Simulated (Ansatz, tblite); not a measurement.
Cost and result up the ladder for the cluster Cd2S2 (4 atoms). The state is a singlet with charge 0. Geometry: r2SCAN-D4/def2-SVP.

| atom | x (Å) | y (Å) | z (Å) |
| --- | --- | --- | --- |
| Cd1 | 1.8999 | -1.0881 | 0.7306 |
| Cd2 | -1.8991 | 1.0893 | -0.7312 |
| S3 | -0.2597 | 0.2810 | 1.0937 |
| S4 | 0.2589 | -0.2822 | -1.0932 |

Ansatz on 2 threads of Arm Neoverse V1 on a shared host; xTB runs through tblite on one thread. Times are rough, summed over both states, and most runs start from the orbitals of an earlier one. CAM-B3LYP-D4/def2-TZVP serves as the yardstick here, not as an exact answer. The other state is a doublet.

In the def2 sets Cd takes a core potential; there is no spin–orbit coupling. The xTB rows come from tblite. LC-ωPBE has ω = 0.4 bohr⁻¹. HOMO above LUMO, or a gap near zero within one spin, warns that the state may not be the lowest or that an electron is smeared out. The order of the spin states hangs on the level: the triplet lies 0.07 eV below the singlet at PBE0-D4/def2-TZVP, but 0.00 eV above it at PBE-D4/def2-TZVP. The singlet is doubtful at PBE0-D4/def2-TZVP (restricted singlet, unstable towards broken spin symmetry). Another isomer (singlet) lies 0.06 eV lower at PBE-D4/def2-TZVP.

Run but left out: r2SCAN-D4/def2-TZVP, PBE0-D4/def2-TZVP, B2PLYP/def2-TZVP (singlet: restricted singlet, unstable towards broken spin symmetry); r2SCANh-D4/def2-TZVP (charge +1 doublet: ⟨S²⟩ 1.21, where a pure state has 0.75).

Raw xTB energies of ions are shifted by several eV.

| level | functions | wall time | vertical IE (eV) | difference from CAM-B3LYP-D4/def2-TZVP (eV) | remarks |
| --- | --- | --- | --- | --- | --- |
| GFN1-xTB | 26 | 0.005 s | 12.44 | 4.79 | – |
| GFN2-xTB | 26 | 0.007 s | 12.58 | 4.94 | – |
| PBE-D4/def2-TZVP | 154 | 10 s | 7.46 | -0.18 | gap within one spin near zero (+1 doublet) |
| BHLYP-D4/def2-TZVP | 154 | 19 s | 7.36 | -0.28 | – |
| LC-ωPBE/def2-TZVP | 154 | 22 s | 7.05 | -0.59 | – |
| CAM-B3LYP-D4/def2-TZVP | 154 | 32 s | 7.64 | 0.00 | – |
